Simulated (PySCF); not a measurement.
Hf⁵⁸⁺ (hafnium, charge +58): Hartree-Fock from Schrödinger to Dirac-Coulomb-Breit

Occupied: 1s1/2, 2s1/2, 2p1/2, 2p3/2, 3s1/2, 3p1/2. Hartree-Fock calculated with PySCF 2.14 in an even-tempered Gaussian basis (16 s from 7.7 bohr⁻², ratio 2.7; 14 p from 9.3 bohr⁻², ratio 2.7), Gaussian nucleus throughout. NR is non-relativistic, sf-X2C the spin-free one-electron X2C Hamiltonian, X2C adds the bare one-electron spin-orbit term, X2C-SNSO screens it by Boettger's factors, DC is four-component Dirac-Coulomb, and the Gaunt and Breit terms are added at first order (total energies over the DC spinors, levels after relaxing the spinors in that mean field). QED terms are absent. Levels marked empty are virtual spinors of this ion; the basis has s and p functions only, so 3d, which can lie below the n = 4 levels, is absent.

| Hamiltonian | E (hartree) |
| --- | --- |
| X2C | -11360.0173 |
| X2C-SNSO | -11358.6752 |
| DC | -11363.8286 |
| DC+Gaunt | -11349.5861 |
| DC+Breit | -11350.8723 |

```
   level (eV)       X2C  X2C-SNSO        DC  DC+Gaunt  DC+Breit
        1s1/2  -70271.1  -70272.6  -70349.6  -70125.0  -70140.4
        2s1/2  -15739.8  -15740.3  -15751.2  -15726.6  -15728.5
        2p1/2  -15295.4  -15266.4  -15273.2  -15231.4  -15235.5
        2p3/2  -14013.0  -14022.9  -14030.7  -14003.2  -14007.3
        3s1/2   -6310.4   -6310.6   -6313.3   -6307.1   -6307.8
        3p1/2   -6159.7   -6152.2   -6154.0   -6143.3   -6144.7
3p3/2 (empty)   -5710.8   -5713.5   -5715.1   -5708.3   -5709.7
4s1/2 (empty)   -3282.7   -3282.7   -3283.6   -3281.4   -3281.7
```

Task: How large are the two-electron picture-change error of X2C and the Breit correction in the total energy?

Result: X2C-1e lies 3.8113 hartree above Dirac-Coulomb; Gaunt adds 14.2425 and the full Breit term 12.9563 hartree.

```csv
interval (eV),X2C,X2C-SNSO,DC,DC+Gaunt,DC+Breit
2p3/2 − 2p1/2,1282,1243,1242,1228,1228
```

Weight of the small component: 1s1/2 0.0734, 2s1/2 0.0170, 2p1/2 0.0169, 2p3/2 0.0154, 3s1/2 0.00654, 3p1/2 0.00648, 3p3/2 0.00603, 4s1/2 0.00308.

Koopmans' value for the highest occupied level at DC+Breit: 6144.7 eV, against an ionisation energy of 6149 ± 6 eV (theoretical estimate listed by NIST; NIST Atomic Spectra Database, ionization energies); the former lacks relaxation, correlation, QED and recoil.

The whole ladder took 81 s of wall time on 1 thread of Neoverse-V1 (shared host), launched as `OMP_NUM_THREADS=1 python relrun2.py TASK.json OUT` (a driver that calls PySCF for each Hamiltonian).
